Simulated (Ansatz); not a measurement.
`O[CH2][AlH][Cl]`. Charge 0, multiplicity 1.

```xyz
8

O     0.128    1.608   -0.510
C    -0.636    0.414   -0.430
Al    0.198   -1.056    0.567
Cl    2.207   -0.664    1.076
H     1.040    1.420   -0.276
H    -0.897    0.061   -1.441
H    -1.601    0.656    0.037
H    -0.438   -2.439    0.977
```

What are the harmonic wavenumbers in cm⁻¹ at PBE0-D4/def2-TZVP (Ansatz, finite differences of forces, unscaled)? (Estimate.)

The calculation gave: 44, 100, 229, 337, 383, 493, 557, 656, 692, 1070, 1186, 1237, 1365, 1467, 1963, 2969, 3023, 3839.

Is this a minimum?

Yes, all 18 modes are real.

Give the ideal-gas thermochemistry at 298.15 K and 1 bar (rigid rotor, harmonic oscillator; point group C1, symmetry number 1).

Zero-point energy 129.3 kJ/mol; H(298) − E = 148.5 kJ/mol; entropy 338.2 J/(mol·K), of which translation 165.6, rotation 111.0, vibration 61.6; G(298) − E = 47.6 kJ/mol. Modes under 100 cm⁻¹ are hindered rotations or soft bends, so the harmonic entropy is rough.
